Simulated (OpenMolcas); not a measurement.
**Pb III: effect of the active space**

| Item | Value |
| --- | --- |
| Program | OpenMolcas |
| Method | XMS-CASPT2 or its RAS form, IPEA 0.25 Eh, imaginary shift 0.1 Eh |
| Basis | ANO-RCC-VTZP |
| Scalar Hamiltonian | DKH2, point nucleus |
| Spin-orbit coupling | RASSI with atomic mean-field integrals over the reference wave functions, term energies averaged over their components |

A. 2 electrons in 4 orbitals (6s 6p); 2S+1 = 3 even, 3 roots; 2S+1 = 1 even, 7 roots; 2S+1 = 3 odd, 3 roots; 2S+1 = 1 odd, 3 roots; closed shells correlated: 5d; CASPT2 step of the order of 3 core-seconds
B. 2 electrons in 8 orbitals (6s 6p 7s 7p); 2S+1 = 3 even, 3 roots; 2S+1 = 1 even, 7 roots; 2S+1 = 3 odd, 3 roots; 2S+1 = 1 odd, 3 roots; closed shells correlated: 5d; CASPT2 step about 5 core-seconds
C. 2 electrons in 9 orbitals (RAS2 6s 6p; RAS3 6d, at most 2 electrons); 2S+1 = 3 even, 3 roots; 2S+1 = 1 even, 7 roots; 2S+1 = 3 odd, 3 roots; 2S+1 = 1 odd, 3 roots; closed shells correlated: 5d; CASPT2 step roughly 6 core-seconds

Energies in cm-1 above 6s2 1S0, the measured ground level; measured values from Moore, Atomic Energy Levels, vol. III, NSRDS-NBS 35 (1971 reprint of NBS Circular 467, 1958).

| Level | A | B | C | Measured |
| --- | --- | --- | --- | --- |
| 6s2 1S0 | 0.0 | 0.0 | 0.0 | 0.0 |
| 6s 6p 3P* 0 | 64360 | 63300 | 63710 | 60397 |
| 6s 6p 3P* 1 | 68000 | 66900 | 67270 | 64391 |
| 6s 6p 3P* 2 | 79620 | 78560 | 78950 |  |
| 6s 6p 1P* 1 | 94770 | 93500 | 94290 | 95340 |

Deviations, from unrounded energies. A percentage is the sum of absolute deviations over the sum of measured energies, with the sign that they share, or ± where signs differ.

| Against measurement | Levels | A | B | C |
| --- | --- | --- | --- | --- |
| mean absolute deviation (cm-1) | 3 | 2700 | 2400 | 2400 |
| other configurations (%) | 3 | ±3.7 | ±3.3 | ±3.3 |

B, C lie about equally close to measurement and A furthest from it. The largest miss of B in the table is 6s 6p 3P* 0, by +2900 cm-1. The ranking rests on the paired levels alone, and a cruder setting can come out closer through cancelling errors.

The two smallest mean deviations differ by little beside CASPT2's spread within terms, so their order carries little weight.

Among A to C the level of the table that moves most is 6s 6p 1P* 1, by 1300 cm-1 (lowest in B, highest in A). Moves below CASPT2's spread within the term are not significant.

Term energies are means over components that CASPT2 splits; among the terms shown or strongly mixed into the levels shown the widest spread is 180 cm-1 (6s 6p 1P*, C). Over all roots computed the reference weight is 0.80 to 0.93 in A, 0.79 to 0.93 in B; the roots of lowest weight are the least certain, and an intruder state may touch them. Spin-orbit splittings of 6p shells tend to come out small when the coupling is added on scalar orbitals. The run also gave levels led by 6s 7s, which use shells meant for correlation; these and all levels above them are left out (holds for B). Active for correlation alone: 6d; no level in the range computed is led by a configuration that fills it, so any true level of that kind is missing (holds for C). Computed and measured levels are paired by configuration, term and J; levels that our copy of the source lacks, or whose pairing is in doubt (as where it misses far off the trend of its configuration), stay unpaired and out of the deviations. Only configurations of the active space appear. Levels that lie high or do not pair safely by name in every column are left out.

* marks odd parity.
